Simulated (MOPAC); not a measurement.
MOPAC input (PM7):

```
PM7 PRECISE GNORM=0.05 LET XYZ CHARGE=1 GEO-OK AUX(PRECISION=9) THREADS=1
H2BO

H    -0.00000000 1   -0.00000000 1   -1.88531600 1
B    -0.00000000 1   -0.00000000 1   -0.71513800 1
O     0.00000000 1    0.00000000 1    0.49908600 1
H     0.00000000 1    0.00000000 1    1.46831700 1
```

Output:

```
 *******************************************************************************
 **                                                                           **
 **                              MOPAC v23.2.5                                **
 **                                                                           **
 *******************************************************************************
 ** MOPAC's Digital Object Identifier: https://doi.org/10.5281/zenodo.6511958 **
 **                                                                           **
 ** Please cite the open-source release paper for use of this MOPAC version:  **
 ** J. E. Moussa and J. J. P. Stewart (2026)                                  **
 ** MOPAC: An open-source semiempirical molecular orbital program             **
 ** J. Open Source Softw., 11(119), 8025, https://doi.org/10.21105/joss.08025 **
 *******************************************************************************

                              PM7 CALCULATION RESULTS

 *******************************************************************************
 *  PM7        - The PM7 Hamiltonian to be used
 *  GEO-OK     - OVERRIDE INTERATOMIC DISTANCE AND OTHER SAFETY CHECKS
 *
 *
 *
 *                 CHARGE ON SYSTEM = +1
 *
 *
 *
 *  LET        - OVERRIDE SOME SAFETY CHECKS
 *  PRECISE    - TIGHTER CRITERIA TO BE USED
 *  XYZ        - CARTESIAN COORDINATE SYSTEM TO BE USED
 *  GNORM      - EXIT WHEN GRADIENT NORM DROPS BELOW 0.050
 *  AUX        - OUTPUT AUXILIARY INFORMATION
 *******************************************************************************
PM7 PRECISE GNORM=0.05 LET XYZ CHARGE=1 GEO-OK AUX(PRECISION=9) THREADS=1
 H2BO

   ATOM   CHEMICAL          X               Y               Z
  NUMBER   SYMBOL      (ANGSTROMS)     (ANGSTROMS)     (ANGSTROMS)

     1       H         -0.00000000  *  -0.00000000  *  -1.88531600  *
     2       B         -0.00000000  *  -0.00000000  *  -0.71513800  *
     3       O          0.00000000  *   0.00000000  *   0.49908600  *
     4       H          0.00000000  *   0.00000000  *   1.46831700  *

          CARTESIAN COORDINATES

    NO.       ATOM           X           Y           Z

     1         H         -0.0000     -0.0000     -1.8853
     2         B         -0.0000     -0.0000     -0.7151
     3         O          0.0000      0.0000      0.4991
     4         H          0.0000      0.0000      1.4683

 General Reference for PM7:
 "Optimization of Parameters for Semiempirical Methods VI: More Modifications to the
 NDDO Approximations and Re-optimization of Parameters", J. J. P. Stewart, J. Mol. Mod., 1:32, 19 (2013)
 https://link.springer.com/article/10.1007/s00894-012-1667-x

           Empirical Formula: H2 O B  =     4 atoms

      MOLECULAR POINT GROUP   :   C*v

      RHF CALCULATION, NO. OF DOUBLY OCCUPIED LEVELS = 5

          Geometry optimization using EF

          DIAGONAL MATRIX USED AS START HESSIAN

 CYCLE:     1  GRAD.:    59.544 HEAT:  128.4822
 CYCLE:     2  GRAD.:   391.794 HEAT:  165.9719
 CYCLE:     3  GRAD.:    40.450 HEAT:  128.5201
 CYCLE:     4  GRAD.:   134.193 HEAT:  133.1369
 CYCLE:     5  GRAD.:     7.123 HEAT:  127.9117
 CYCLE:     6  GRAD.:    10.655 HEAT:  127.9435
 CYCLE:     7  GRAD.:     0.161 HEAT:  127.8875
 CYCLE:     8  GRAD.:     0.007 HEAT:  127.8875

     GRADIENT =  0.00704 IS LESS THAN CUTOFF =  0.05000

 -------------------------------------------------------------------------------
 PM7 PRECISE GNORM=0.05 LET XYZ CHARGE=1 GEO-OK AUX(PRECISION=9) THREADS=1
 H2BO

     GEOMETRY OPTIMISED USING EIGENVECTOR FOLLOWING (EF).
     SCF FIELD WAS ACHIEVED

                              PM7 CALCULATION
                                                       MOPAC v23.2.5 Linux

          FINAL HEAT OF FORMATION =        127.88754 KCAL/MOL =     535.08147 KJ/MOL

          COSMO AREA              =         64.39 SQUARE ANGSTROMS
          COSMO VOLUME            =         45.85 CUBIC ANGSTROMS

          GRADIENT NORM           =          0.00704          =       0.00352 PER ATOM
          IONIZATION POTENTIAL    =         20.578695 EV
          HOMO LUMO ENERGIES (EV) =        -20.579 -5.830
          NO. OF FILLED LEVELS    =          5
          MOLECULAR WEIGHT        =         28.8252         POINT GROUP:  C*v

          MOLECULAR DIMENSIONS (Angstroms)

            Atom       Atom       Distance
            H     4    H     1     3.33697
            O     3    H     1     0.00000
            B     2    O     3     0.00000

          SCF CALCULATIONS        =          9

   ATOM   CHEMICAL          X               Y               Z
  NUMBER   SYMBOL      (ANGSTROMS)     (ANGSTROMS)     (ANGSTROMS)

     1       H          0.00000000  *   0.00000000  *  -1.87910525  *
     2       B         -0.00000000  *   0.00000000  *  -0.72849397  *
     3       O         -0.00000000  *  -0.00000000  *   0.51112816  *
     4       H          0.00000000  *   0.00000000  *   1.45786773  *

                             CARTESIAN COORDINATES

   1    H        0.000000000     0.000000000    -1.879105253
   2    B       -0.000000000     0.000000000    -0.728493967
   3    O       -0.000000000    -0.000000000     0.511128160
   4    H        0.000000000     0.000000000     1.457867726

           Empirical Formula: H2 O B  =     4 atoms

      MOLECULAR POINT GROUP   :   C*v

                  EIGENVALUES
 -37.14171 -27.28413 -21.25301 -21.25301 -20.57869  -5.83009  -5.83009  -4.13676
  -1.51453  -0.13845

              NET ATOMIC CHARGES AND DIPOLE CONTRIBUTIONS

  ATOM NO.   TYPE          CHARGE      No. of ELECS.   s-Pop       p-Pop
    1          H           0.160328        0.8397     0.83967
    2          B           0.928437        2.0716     0.94639     1.12517
    3          O          -0.566848        6.5668     1.59341     4.97344
    4          H           0.478084        0.5219     0.52192
 DIPOLE           X         Y         Z       TOTAL
 POINT-CHG.     0.000     0.000    -2.719     2.719
 HYBRID        -0.000    -0.000     1.493     1.493
 SUM            0.000     0.000    -1.226     1.226

          ATOMIC ORBITAL ELECTRON POPULATIONS

     Atom    s        px        py        pz
    1  H   0.83967
    2  B   0.94639   0.20874   0.20874   0.70770
    3  O   1.59341   1.79126   1.79126   1.39091
    4  H   0.52192

 **********************
 *                    *
 * JOB ENDED NORMALLY *
 *                    *
 **********************

 == MOPAC DONE ==
```

The dipole moment of an ion depends on the origin.

The geometry given is a B3LYP-D3(BJ)/def2-TZVP minimum.
